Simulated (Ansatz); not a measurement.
Molecule: sum formula SiNH$_{2}$F$_{3}$, net charge 0, singlet state. SMILES: N[Si](F)(F)F
Coordinates optimised at B3LYP-D3(BJ)/def2-TZVP (Ansatz, an electronic-structure program):
```
Si
F 1 1.5799
F 1 1.5800 2 110.22
F 1 1.5842 2 105.79 3 113.78
N 1 1.6754 2 109.54 4 125.43
H 5 1.0060 1 122.55 2 160.13
H 5 1.0060 6 112.94 1 -163.97
```
Charge 0, spin multiplicity 1.

Quantity: atomisation energy (electronic, to ground-state atoms), in eV. Valence correlation only, unless marked. Open shells are spin-unrestricted. No spin-orbit coupling. Non-relativistic. The coupled-cluster limit lacks core correlation, which all-electron functionals hold. CBS marks a two-point X^-3 extrapolation of the correlation energy; Hartree-Fock from the larger set.

| level | program | atomisation energy (eV) |
|---|---|---|
| PBE0/STO-3G | Ansatz | 26.87 |
| B2GP-PLYP/def2-TZVPD | Ansatz | ? |
| B2PLYP/def2-TZVPD | Ansatz | 30.37 |
| CCSD(T) with core electrons (1s frozen past Ne)/cc-pwCVTZ | Ansatz | ? |
| CCSD(T)/CBS(cc-pV(T+d)Z,cc-pV(Q+d)Z) | Ansatz | 31.00 |

**Question.** Some entries are withheld; supply them.

**Answer.** 
- B2GP-PLYP/def2-TZVPD, atomisation energy (eV): 30.35
- CCSD(T) with core electrons (1s frozen past Ne)/cc-pwCVTZ, atomisation energy (eV): 30.00
